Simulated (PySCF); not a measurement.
CH₆AlN, singlet, geometry from GFN2-xTB (such geometries of metal compounds can be far from the true shape); DF-PBE/def2-SV(P) run with PySCF.

Input for PySCF:
```python
from pyscf import gto, scf, dft

mol = gto.M(
    atom='''
Al   -0.338540   -0.234852   -0.218008
H    -1.474672   -0.930114   -0.993234
C     0.130428    1.650618   -0.648180
H     1.170183    1.756716   -0.976403
H     0.015396    2.315690    0.214679
H    -0.497215    2.058098   -1.447928
N     0.434736   -1.258727    1.012208
H     1.195431   -1.022215    1.638729
H     0.166182   -2.217714    1.201889
''',
    basis='def2-sv(p)',
    charge=0,
    spin=0,
    verbose=4,
    max_memory=1800,
)

mf = dft.RKS(mol)
mf.xc = 'pbe'
mf = mf.density_fit(auxbasis='def2-universal-jkfit')
mf.kernel()
```

Output, abridged:

```
PySCF version 2.14.0

[INPUT] verbose = 4
[INPUT] num. atoms = 9
[INPUT] num. electrons = 32
[INPUT] charge = 0
[INPUT] spin (= nelec alpha-beta = 2S) = 0
[INPUT] symmetry False subgroup None
[INPUT] Mole.unit = angstrom
[INPUT] Symbol           X                Y                Z      unit          X                Y                Z       unit  Magmom
[INPUT]  1 Al    -0.338540000000  -0.234852000000  -0.218008000000 AA   -0.639747882210  -0.443805959806  -0.411975412964 Bohr   0.0
[INPUT]  2 H     -1.474672000000  -0.930114000000  -0.993234000000 AA   -2.786726203565  -1.757660724624  -1.876940237606 Bohr   0.0
[INPUT]  3 C      0.130428000000   1.650618000000  -0.648180000000 AA    0.246473198975   3.119215956277  -1.224882679421 Bohr   0.0
[INPUT]  4 H      1.170183000000   1.756716000000  -0.976403000000 AA    2.211325385622   3.319712118641  -1.845134257204 Bohr   0.0
[INPUT]  5 H      0.015396000000   2.315690000000   0.214679000000 AA    0.029094223414   4.376019889394   0.405684514696 Bohr   0.0
[INPUT]  6 H     -0.497215000000   2.058098000000  -1.447928000000 AA   -0.939600175026   3.889241557515  -2.736187368089 Bohr   0.0
[INPUT]  7 N      0.434736000000  -1.258727000000   1.012208000000 AA    0.821531976489  -2.378649295595   1.912795901094 Bohr   0.0
[INPUT]  8 H      1.195431000000  -1.022215000000   1.638729000000 AA    2.259037190815  -1.931706390422   3.096749002382 Bohr   0.0
[INPUT]  9 H      0.166182000000  -2.217714000000   1.201889000000 AA    0.314038466832  -4.190872082614   2.271241042127 Bohr   0.0

nuclear repulsion = 97.8626128205787
number of shells = 32
number of NR pGTOs = 108
number of NR cGTOs = 58
basis = def2-sv(p)
ecp = {}

******** <class 'pyscf.df.df_jk.DFRKS'> ********
method = DFRKS
initial guess = minao
damping factor = 0
level_shift factor = 0
DIIS = <class 'pyscf.scf.diis.CDIIS'>
diis_start_cycle = 1
diis_space = 8
diis_damp = 0
SCF conv_tol = 1e-09
SCF conv_tol_grad = None
SCF max_cycles = 50
direct_scf = False
XC library pyscf.dft.libxc version 7.1.2
    S. Lehtola, C. Steigemann, M. J. T. Oliveira, and M. A. L. Marques,  SoftwareX 7, 1–5 (2018)
XC functionals = pbe
    J. P. Perdew, K. Burke, and M. Ernzerhof,  Phys. Rev. Lett. 77, 3865 (1996)
    J. P. Perdew, K. Burke, and M. Ernzerhof,  Phys. Rev. Lett. 78, 1396 (1997)
    J. P. Perdew, K. Burke, and M. Ernzerhof,  Phys. Rev. Lett. 77, 3865 (1996)
    J. P. Perdew, K. Burke, and M. Ernzerhof,  Phys. Rev. Lett. 78, 1396 (1997)
radial grids:
    Treutler-Ahlrichs [JCP 102, 346 (1995); DOI:10.1063/1.469408] (M4) radial grids

becke partition: Becke, JCP 88, 2547 (1988); DOI:10.1063/1.454033
pruning grids: <function nwchem_prune>
grids dens level: 3
symmetrized grids: False
atomic radii adjust function: <function treutler_atomic_radii_adjust>
small_rho_cutoff = 0
Set gradient conv threshold to 3.16228e-05
Initial guess from minao.
tot grids = 106048
init E= -338.341987294371
  HOMO = -0.319749916850558  LUMO = -0.0732760061818354  gap/eV = 6.70690
cycle= 1 E= -338.360006121351  delta_E= -0.018  |g|= 0.712  |ddm|= 2.77
  HOMO = -0.0983205779140559  LUMO = 0.0264728666654941  gap/eV = 3.39580
cycle= 2 E= -337.899464714289  delta_E= 0.461  |g|= 1.45  |ddm|=  1.9
  HOMO = -0.210151964793059  LUMO = -0.0226002277423261  gap/eV = 5.10354
cycle= 3 E= -338.466777261265  delta_E= -0.567  |g|= 0.262  |ddm|= 1.43
  HOMO = -0.217017156682467  LUMO = -0.0261423020863973  gap/eV = 5.19397
cycle= 4 E= -338.485852091479  delta_E= -0.0191  |g|= 0.0725  |ddm|=  0.3
  HOMO = -0.213045869354241  LUMO = -0.0282370324194203  gap/eV = 5.02890
cycle= 5 E= -338.487286121759  delta_E= -0.00143  |g|= 0.0168  |ddm|= 0.103
  HOMO = -0.212653952279233  LUMO = -0.0269427610563935  gap/eV = 5.05346
cycle= 6 E= -338.487401823145  delta_E= -0.000116  |g|= 0.00293  |ddm|= 0.0295
  HOMO = -0.213327735289988  LUMO = -0.027190852325949  gap/eV = 5.06504
cycle= 7 E= -338.487404566059  delta_E= -2.74e-06  |g|= 0.000515  |ddm|= 0.00407
  HOMO = -0.213378758091013  LUMO = -0.0271724967963789  gap/eV = 5.06693
cycle= 8 E= -338.487404648131  delta_E= -8.21e-08  |g|= 7.49e-05  |ddm|= 0.000752
  HOMO = -0.21337612524567  LUMO = -0.0271782720406955  gap/eV = 5.06670
cycle= 9 E= -338.487404650383  delta_E= -2.25e-09  |g|= 1.41e-05  |ddm|= 0.000147
  HOMO = -0.213374902387035  LUMO = -0.0271772622780042  gap/eV = 5.06670
cycle= 10 E= -338.48740465044  delta_E= -5.74e-11  |g|= 5.57e-06  |ddm|= 2.73e-05
  HOMO = -0.213377563710944  LUMO = -0.027177760972072  gap/eV = 5.06675
Extra cycle  E= -338.487404650422  delta_E= 1.86e-11  |g|= 1.04e-05  |ddm|= 1.78e-05
converged SCF energy = -338.487404650422
```
